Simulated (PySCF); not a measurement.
**Radial density of S²⁺ (sulfur, charge +2)**

UHF, [Ne] 3s2 3p2, high-spin 3P determinant. Calculation: PySCF 2.14, in aug-cc-pV(D+d)Z (5s4p3d, 32 functions); no relativity, point nucleus.

| r (bohr) | 4πr²ρ (e/bohr) | 4πr²(ρα − ρβ) |
| --- | --- | --- |
| 0.00136 | 0.05944 | 0.0000 |
| 0.00229 | 0.1637 | 0.0000 |
| 0.00385 | 0.4397 | 0.0000 |
| 0.00648 | 1.145 | 0.0001 |
| 0.0109 | 2.812 | 0.0003 |
| 0.0183 | 6.283 | 0.0008 |
| 0.0308 | 11.95 | 0.0027 |
| 0.0518 | 17.49 | 0.0109 |
| 0.0872 | 17.14 | 0.0455 |
| 0.147 | 12.22 | 0.1509 |
| 0.247 | 15.12 | 0.2777 |
| 0.415 | 16.45 | 0.1348 |
| 0.698 | 5.768 | 0.0872 |
| 1.17 | 2.795 | 1.0858 |
| 1.97 | 1.926 | 1.0192 |
| 3.32 | 0.1716 | 0.1101 |
| 5.59 | 0.0006609 | 0.0006 |
| 9.40 | 3.920e-05 | 0.0000 |
